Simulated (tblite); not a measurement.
C6H8FOP.
Atom-mapped SMILES: `[CH2:1]=[CH:2][CH2:3][P@:4]1(=[O:5])[C:6]([CH3:7])=[C:8]1[F:9]` (hydrogens: H10, H11 on C1; H12 on C2; H13, H14 on C3; H15, H16, H17 on C7)

Structure optimised with GFN2-xTB, isolated species.

Task: What internal coordinates does the optimisation give?

Result: 
```json
{"bond": "C1=C2", "length (Å)": "1.320"}
{"bond": "C2–C3", "length (Å)": "1.485"}
{"bond": "C3–P4", "length (Å)": "1.841"}
{"bond": "P4=O5", "length (Å)": "1.464"}
{"bond": "P4–C6", "length (Å)": "1.822"}
{"bond": "C6–C7", "length (Å)": "1.473"}
{"bond": "C6=C8", "length (Å)": "1.342"}
{"bond": "C8–F9", "length (Å)": "1.332"}
{"bond": "P4–C8", "length (Å)": "1.800"}
{"bond": "C1–H10", "length (Å)": "1.078"}
{"bond": "C1–H11", "length (Å)": "1.076"}
{"bond": "C2–H12", "length (Å)": "1.081"}
{"bond": "C3–H13", "length (Å)": "1.094"}
{"bond": "C3–H14", "length (Å)": "1.094"}
{"bond": "C7–H15, C7–H16, C7–H17", "length (Å)": "1.089"}
```

Bonds in one row agree within 0.01 Å and their mean is given. A selection of angles:
```json
{"angle": "C1–C2–C3", "degrees": "123.9"}
{"angle": "C2–C3–P4", "degrees": "111.9"}
{"angle": "C3–P4–O5", "degrees": "115.2"}
{"angle": "C3–P4–C6", "degrees": "114.5"}
{"angle": "C3–P4–C8", "degrees": "113.4"}
{"angle": "O5–P4–C6", "degrees": "125.9"}
{"angle": "O5–P4–C8", "degrees": "125.4"}
{"angle": "C6–P4–C8", "degrees": "43.5"}
{"angle": "P4–C6–C7", "degrees": "151.2"}
{"angle": "P4–C6–C8", "degrees": "67.4"}
{"angle": "C7–C6–C8", "degrees": "141.3"}
{"angle": "C6–C8–F9", "degrees": "136.0"}
{"angle": "P4–C8–C6", "degrees": "69.1"}
{"angle": "P4–C8–F9", "degrees": "154.7"}
```

Torsions: C1–C2–C3–P4 -104° (anticlinal); C2–C3–P4–O5 -177° (antiperiplanar); C3–P4–C6–C7 86° (synclinal); P4–C6–C8–F9 -176° (antiperiplanar); C3–P4–C8–C6 102° (anticlinal).

Of the pairs four or more bonds apart, H10···H14 is among the closest relative to their van der Waals radii: 2.47 Å, 103 % of the sum of Bondi's values. The 3-membered ring P4–C6–C8 has internal angles of 43.5° to 69.1°. The C–P distances run from 1.800 Å (P4–C8, drawn single) to 1.841 Å (C3–P4, drawn single), a spread of 0.041 Å. The C–C distances run from 1.320 Å (C1=C2, drawn double) to 1.485 Å (C2–C3, drawn single), a spread of 0.165 Å. P4 (phosphoryl phosphorus) has angles from 43.5° to 125.9°.

Point group: C1 (no symmetry element, even within 0.4 Å). Its GFN2-xTB frequencies are all real (lowest 34 cm⁻¹). The numbers are those of one conformer.

Hardware: one thread of an Arm Neoverse V1 (shared host). Cost: 0.63 s of wall time. That covers the optimisation of the geometry.

These are computed values.
